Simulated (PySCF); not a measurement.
**C₆ coefficients of unlike pairs at M06**

Calculated with PySCF 2.14 from the dipole response of each species, C₆(A,B) = (3/π) ∫ α_A(iu) α_B(iu) du, in atomic units, from isotropic polarisabilities. For ions this is the dispersion term alone; charge-induced terms of lower order in 1/R come first.

```json
{"species": "Ni(2+)", "configuration": "[Ar] 3d8 (3F)", "basis": "aug-cc-pVDZ (7s6p4d2f)", "relativity": "none", "α (bohr³)": "3.143", "C₆ (like pair)": "8.694"}
{"species": "Mn(2+)", "configuration": "[Ar] 3d5 (6S)", "basis": "aug-cc-pwCVTZ-DK with one added diffuse shell each of s, p, d, f, g type (11s10p8d5f4g)", "relativity": "spin-free X2C", "α (bohr³)": "3.802", "C₆ (like pair)": "11.16"}
{"species": "O(3+)", "configuration": "[He] 2s2 2p1 (2P)", "basis": "aug-cc-pCVQZ-DK (9s8p6d4f2g)", "relativity": "spin-free X2C", "α (bohr³)": "1.365", "C₆ (like pair)": "1.265"}
{"species": "Si", "configuration": "[Ne] 3s2 3p2 (3P)", "basis": "dyall-av3z (19s12p3d2f)", "relativity": "none", "α (bohr³)": "41.10", "C₆ (like pair)": "321.4"}
```

(1) Estimate C₆ for Si with O(3+).

No spin-orbit coupling is included.

The other pairs:

| pair | C₆ |
| --- | --- |
| O(3+), Ni(2+) | 3.279 |
| O(3+), Mn(2+) | 3.739 |
| Si, Ni(2+) | 40.65 |
| Si, Mn(2+) | 47.76 |
| Mn(2+), Ni(2+) | 9.837 |

Results:

(1) The integral gives 16.89. The combination rule 2 C_A C_B / (C_A α_B/α_A + C_B α_A/α_B) gives 16.68 and the geometric mean 20.17.
